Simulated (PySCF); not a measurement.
Species: C₇H₈O.
SMILES with atom numbers: `[CH2:1]=[CH:2][CH2:3][c:4]1[cH:5][cH:6][o:7][cH:8]1`

Structure used (GFN2-xTB), in Å, numbered top down from 1:
```
atom  x, y, z in Å
C1    -2.6561    0.4657   -0.5975
C2    -1.7394    0.0539    0.2567
C3    -0.6825   -0.9644   -0.0562
C4     0.6757   -0.3742    0.1445
C5     1.3389    0.5385   -0.7217
C6     2.5255    0.8285   -0.1275
O7     2.6463    0.1713    1.0374
C8     1.5228   -0.5516    1.1971
H9    -3.3937    1.2036   -0.3314
H10   -2.7131    0.0768   -1.6015
H11   -1.6981    0.4603    1.2590
H12   -0.7994   -1.8232    0.6101
H13   -0.7904   -1.3020   -1.0886
H14    0.9713    0.9146   -1.6541
H15    3.3393    1.4623   -0.4199
H16    1.4454   -1.1514    2.0824
```

NICS = −σ at a ghost point: NICS(0) at the centroid of the ring atoms, NICS(1) 1 Å to either side along the normal of their mean plane, zz for the tensor component along that normal. Level: GIAO PBE0/pcSseg-1 (PySCF, non-relativistic, gas phase) on the GFN2-xTB geometry, one conformer.

Ring bond lengths (Å), with Mayer bond orders in brackets: C4–C5 1.422 (1.25), C5–C6 1.358 (1.60), C6–O7 1.343 (1.08), O7–C8 1.346 (1.07), C8–C4 1.363 (1.61).

**Question.** Give the NICS values of each ring in ppm.

**Answer.** 
```
          ring                                               type  NICS(0)  NICS(1), two faces  NICS(1)zz, two faces  rms pucker (Å)  centre to ring atoms, mean (Å)
C4–C5–C6–O7–C8  5-membered ring with O; formal bonds all aromatic    -11.9       -10.3 / -10.3         -26.2 / -26.6            0.00                            1.16
```

**Question.** What do they say, and how far can they be read as aromaticity?

**Answer.** 
- C4–C5–C6–O7–C8: mean NICS(1)zz -26.4 ppm, shielded. The ring is flat and has no four-coordinate atom; by the NICS criterion it is aromatic.

**Question.** How equal are the bonds by HOMA? HOMA takes Krygowski's 1993 parameters.

**Answer.** 
- C4–C5–C6–O7–C8: HOMA 0.47; the largest term is that of O7–C8, α(R − Ropt)² = 1.02.

**Question.** At the first NICS(1) probe listed for ring C4–C5–C6–O7–C8, 1 Å off the ring, what do the in-plane components average?

**Answer.** The isotropic value is a third of the trace: (3 × -10.3 − (-26.2))/2 = -2.4 ppm.

**Question.** Give the inner angles of the rings and the Hirshfeld charges of the ring atoms.

**Answer.** 
- C4–C5–C6–O7–C8: C4 105.3° (-0.030 e), C5 106.1° (-0.094 e), C6 110.7° (+0.004 e), O7 106.9° (-0.067 e), C8 110.9° (-0.005 e); sum 540.0° against 540° for a flat convex ring.

**Question.** How shielded are the nuclei of the rings and their hydrogens (means over atoms taken as equivalent)?

**Answer.** 
```
atoms                        environment  σ isotropic (ppm)  principal values of the symmetric part, first atom (ppm)
   C4        substituted aromatic carbon               55.3                                        -26.9, 40.6, 152.1
   C5                 aromatic CH carbon               67.9                                        -21.1, 68.1, 156.8
   C6  aromatic CH next to a ring oxygen               38.7                                        -38.8, 47.2, 107.7
   O7                  furan-type oxygen               38.0                                      -103.1, -38.6, 255.8
   C8  aromatic CH next to a ring oxygen               43.5                                        -29.0, 56.1, 103.4
  H14                  aromatic hydrogen              25.13                                          23.0, 24.7, 27.6
  H15                  aromatic hydrogen              24.24                                          21.4, 25.2, 26.1
  H16                  aromatic hydrogen              24.33                                          21.5, 24.7, 26.7
```
